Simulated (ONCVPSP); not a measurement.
**zinc (Zn) ONCV: all-electron and pseudo phase curves**

```
Element                 : Zn
Generator               : ONCVPSP 4.0.1
Type                    : optimised norm-conserving Vanderbilt (ONCV)
Functional              : PBEsol
Relativity              : fully relativistic
Frozen core             : [Ar] 3d10
Valence charge          : 2
Reference configuration : 4s2
Partial waves           : 4s: rc 1.90 bohr, ncon 4, nbas 7, qcut 2.7 1/bohr, 2 projectors, debl 2.3 Ha; p scattering state at 0.14 Ha: rc 1.60 bohr, ncon 4, nbas 8, qcut 5.6 1/bohr, 3 projectors, debl 1.8 Ha; d scattering state at 0.36 Ha: rc 2.05 bohr, ncon 3, nbas 8, qcut 4.7 1/bohr, 3 projectors, debl 3.3 Ha
Local potential         : polynomial inside 1.15 bohr (lpopt 5, dvloc0 0 Ha)
Core correction         : Teter function, fcfact 4.5, rcfact 1.75
```

Open shells are filled in proportion to 2j + 1.

The phase is arctan(r·R′/R) of the radial function R(r), unwrapped; energies in Ha, scanned from -2 to 5 Ha. A pole is an energy at which the radial function vanishes at the test radius. The pseudo phase is shifted by a multiple of π to meet the all-electron one at the reference energy, and phase errors are pseudo minus all-electron; the curves can meet again beyond the range given. Levels narrower than the energy grid can be missing from the lists of poles.

```csv
channel,radius (bohr),reference energy (Ha),"poles, all-electron","poles, pseudo",unbroken range about the reference energy with phases within 0.05 rad,phase error 1 Ha above the reference energy (rad)
s,1.93,-0.22,1.97,1.97,below 4.6,-0.001
p3/2,1.62,0.14,4.83,4.83,the whole range,+0.000
p1/2,1.62,0.14,4.73,4.73,the whole range,+0.000
d5/2,2.08,0.36,"-0.27, 3.30","-0.29, 3.30",above -0.3,-0.005
d3/2,2.08,0.36,"-0.29, 3.29","-0.32, 3.29",above -0.3,-0.007
```

Note: ghosts flagged at negative energy: p3/2 at -83.7 eV, d5/2 at -10.6 eV, p1/2 at -87.2 eV, d3/2 at -11.4 eV; GHOST(+) flagged for s at 48.8 eV. A true bound ghost makes a file unfit for plane-wave use.

Phases in the d5/2 channel:

```json
{"E (Ha)": "-1.98", "all-electron": "1.272", "pseudo": "1.266"}
{"E (Ha)": "-1.80", "all-electron": "1.254", "pseudo": "1.246"}
{"E (Ha)": "-1.62", "all-electron": "1.232", "pseudo": "1.223"}
{"E (Ha)": "-1.44", "all-electron": "1.204", "pseudo": "1.194"}
{"E (Ha)": "-1.26", "all-electron": "1.168", "pseudo": "1.155"}
{"E (Ha)": "-1.08", "all-electron": "1.118", "pseudo": "1.098"}
{"E (Ha)": "-0.90", "all-electron": "1.038", "pseudo": "1.004"}
{"E (Ha)": "-0.72", "all-electron": "0.874", "pseudo": "0.798"}
{"E (Ha)": "-0.54", "all-electron": "0.282", "pseudo": "-0.023"}
{"E (Ha)": "-0.36", "all-electron": "-1.290", "pseudo": "-1.393"}
{"E (Ha)": "-0.18", "all-electron": "-1.726", "pseudo": "-1.742"}
{"E (Ha)": "0.00", "all-electron": "-1.901", "pseudo": "-1.904"}
{"E (Ha)": "0.18", "all-electron": "-2.037", "pseudo": "-2.038"}
{"E (Ha)": "0.36", "all-electron": "-2.187", "pseudo": "-2.189"}
{"E (Ha)": "0.54", "all-electron": "-2.389", "pseudo": "-2.392"}
{"E (Ha)": "0.72", "all-electron": "-2.684", "pseudo": "-2.690"}
{"E (Ha)": "0.90", "all-electron": "-3.094", "pseudo": "-3.104"}
{"E (Ha)": "1.08", "all-electron": "-3.539", "pseudo": "-3.549"}
{"E (Ha)": "1.26", "all-electron": "-3.888", "pseudo": "-3.895"}
{"E (Ha)": "1.44", "all-electron": "-4.120", "pseudo": "-4.125"}
{"E (Ha)": "1.62", "all-electron": "-4.273", "pseudo": "-4.276"}
{"E (Ha)": "1.80", "all-electron": "-4.378", "pseudo": "-4.379"}
{"E (Ha)": "1.98", "all-electron": "-4.453", "pseudo": "-4.455"}
{"E (Ha)": "2.16", "all-electron": "-4.511", "pseudo": "-4.512"}
{"E (Ha)": "2.34", "all-electron": "-4.557", "pseudo": "-4.558"}
{"E (Ha)": "2.52", "all-electron": "-4.595", "pseudo": "-4.596"}
{"E (Ha)": "2.70", "all-electron": "-4.627", "pseudo": "-4.628"}
{"E (Ha)": "2.88", "all-electron": "-4.656", "pseudo": "-4.656"}
{"E (Ha)": "3.06", "all-electron": "-4.681", "pseudo": "-4.681"}
{"E (Ha)": "3.24", "all-electron": "-4.705", "pseudo": "-4.705"}
{"E (Ha)": "3.42", "all-electron": "-4.728", "pseudo": "-4.728"}
{"E (Ha)": "3.60", "all-electron": "-4.751", "pseudo": "-4.750"}
{"E (Ha)": "3.78", "all-electron": "-4.774", "pseudo": "-4.774"}
{"E (Ha)": "3.96", "all-electron": "-4.798", "pseudo": "-4.798"}
{"E (Ha)": "4.14", "all-electron": "-4.825", "pseudo": "-4.824"}
{"E (Ha)": "4.32", "all-electron": "-4.855", "pseudo": "-4.854"}
{"E (Ha)": "4.50", "all-electron": "-4.891", "pseudo": "-4.890"}
{"E (Ha)": "4.68", "all-electron": "-4.936", "pseudo": "-4.935"}
{"E (Ha)": "4.86", "all-electron": "-4.996", "pseudo": "-4.994"}
```
